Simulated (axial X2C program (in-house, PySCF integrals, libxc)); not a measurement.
## InAs: properties at the nuclei

Computed with an axial X2C code built on PySCF integrals: two-component X2C with atomic mean-field Coulomb and Gaunt terms, Gaussian nuclei, basis In dyall-cv3z, As dyall-cv3z with contracted cores.

R = 2.743 Å (near the PBE0 minimum at charge 0 of the determinant lowest at the starting distance; the state shown can have its own minimum elsewhere).

Input and command:
```json
{"zs": [49, 33], "q": 0, "bas": ["dyall-cv3z", "dyall-cv3z"], "r0": 2.63, "levels": ["PBE0", "HF", "PBE50", "PBE", "BP86"], "nst": 3}
```
```bash
python soeom.py task.json out
```

Keys: zs atomic numbers; q charge; bas basis sets; r0 starting distance in Å; levels methods; nst determinants followed.

Determinant lowest in the PBE0 search, Ω = 1 (⟨Sz⟩ = 1.00, ⟨Lz⟩ = 0.00 at PBE0), spin on the atoms In 0.04, As 0.96:

| level | Eeff magnitude (GV/cm) | Ws magnitude In (kHz) | Ws magnitude As (kHz) | A∥/gI In (MHz) | qzz In (a.u.) | A∥/gI As (MHz) | qzz As (a.u.) | μ (D) |
| --- | --- | --- | --- | --- | --- | --- | --- | --- |
| PBE0 | 0.246 | 0.181 | 0.0397 | -45.9 | -5.10 | -445 | -3.91 | -1.94 |
| HF | 5.73 | 3.46 | 0.118 | -56.4 | -5.27 | -365 | -3.56 | -2.10 |
| PBE50 | 0.497 | 0.348 | 0.0523 | -34.4 | -5.26 | -423 | -3.78 | -2.06 |
| PBE | 0.171 | 0.117 | 0.0286 | -60.3 | -4.92 | -453 | -4.07 | -1.76 |
| BP86 | 0.23 | 0.137 | 0.0191 | -70.7 | -4.92 | -426 | -4.12 | -1.77 |

Determinant 0.70 eV from it at PBE0 and this distance, Ω = 0 (closed shell), highest spinor 52% As p, 31% In p, 14% In s:

```json
{"level": "PBE0", "qzz In (a.u.)": "-4.73", "qzz As (a.u.)": "-4.31", "μ (D)": "-1.76"}
{"level": "HF", "qzz In (a.u.)": "-5.06", "qzz As (a.u.)": "-4.20", "μ (D)": "-1.99"}
{"level": "PBE50", "qzz In (a.u.)": "-4.92", "qzz As (a.u.)": "-4.19", "μ (D)": "-1.90"}
{"level": "PBE", "qzz In (a.u.)": "-4.50", "qzz As (a.u.)": "-4.46", "μ (D)": "-1.54"}
{"level": "BP86", "qzz In (a.u.)": "-4.52", "qzz As (a.u.)": "-4.48", "μ (D)": "-1.56"}
```

Eeff is the effective electric field on the electron electric dipole moment in this Ω state and Ws the scalar–pseudoscalar constant of the nucleus named (defined with the proton number Z and per Ω); A∥ (defined per Ω) follows by multiplying with gI = μI/(I μN); qzz is the electric field gradient, eQq0 = 234.96 MHz × Q/barn × qzz; μ is positive if the As end (last atom) is positive. The operators were transformed with the bare-nucleus X2C matrices; with these basis sets, hyperfine constants and field gradients can be off by tens of per cent, and where levels differ in sign neither size nor sign is settled.

With Q(115In) = 0.772 barn, gI(75As) = 0.9597, Q(75As) = 0.311 barn (g factors from the IAEA table of nuclear moments by Stone; Q from Pyykkö, Mol. Phys. 2018), turn the PBE0 values of the first state into constants in MHz.

eQq0(115In) = 234.96 × (0.772) × (-5.10) = -925 MHz; A∥(75As) = -445 × 0.9597 = -427 MHz; eQq0(75As) = 234.96 × (0.311) × (-3.91) = -286 MHz.

Each state is one determinant with collinear spin, which with several unpaired electrons need not be a pure state. Unrestricted Hartree–Fock can overshoot spin polarisation at the nuclei. A closed determinant beside an open π² or δ² triplet, such as (π1/2)², mixes with its partner pair into the 0⁺ component of the triplet and ¹Σ⁺, so its energy is not that of a level, and 0⁺ can lie lowest. With several open shells hyperfine constants can be off by a factor of several. Where Eeff spreads by more than a factor of two the levels disagree and none is to be relied on. Open-shell Ω = 0 determinants with evenly filled partner blocks cannot be reached by this program, so the Ω shown need not be the lowest component. States lie within half an eV, so the first need not be the ground state. Further determinants of the search, some of them spin-mixed, are not shown. Where a field gradient or hyperfine factor spreads by more than a factor of two over the levels, a constant derived from it is not to be relied on. PBE0 term energies can be off by some tenths of an eV.
